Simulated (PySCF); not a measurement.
SMILES C1CC(CCC1)C=C (C8H14), singlet (GFN2-xTB optimised geometry):

```
22

C     -2.102    -1.387     2.102
C     -1.350    -0.638     1.317
C     -0.799    -1.094     0.000
C     -1.322    -0.230    -1.159
C     -0.728     1.175    -1.154
C      0.796     1.113    -1.189
C      1.321     0.316     0.000
C      0.737    -1.094     0.000
H     -2.372    -2.396     1.835
H     -2.482    -1.029     3.044
H     -1.101     0.369     1.619
H     -1.139    -2.124    -0.164
H     -2.411    -0.174    -1.103
H     -1.060    -0.720    -2.100
H     -1.051     1.714    -0.261
H     -1.097     1.727    -2.022
H      1.211     2.124    -1.174
H      1.117     0.633    -2.117
H      1.060     0.828     0.928
H      2.411     0.255    -0.046
H      1.082    -1.618    -0.895
H      1.097    -1.646     0.871
```

Calculation: B3LYP/def2-SVP (PySCF).

Problem. What are the frontier orbital energies and the dipole moment?

Solution. HOMO-2 -8.25 eV, HOMO-1 -8.12 eV, HOMO -7.02 eV, LUMO 0.41 eV, LUMO+1 1.47 eV; dipole moment 0.38 D.

On the same geometry PBE/def2-SVP (PySCF) gives HOMO-2 -7.11 eV, HOMO-1 -6.97 eV, HOMO -6.10 eV, LUMO -0.44 eV, LUMO+1 0.94 eV; dipole moment 0.41 D.

Meta-Löwdin charges at B3LYP/def2-SVP: C1 -0.23, C2 -0.08, C3 -0.05, C4 -0.16, C5 -0.16, C6 -0.16, C7 -0.16, C8 -0.16, H9 0.09, H10 0.10, H11 0.09, H12 0.08, H13 0.09, H14 0.08, H15 0.08, H16 0.09, H17 0.08, H18 0.08, H19 0.08, H20 0.09, H21 0.08, H22 0.09.
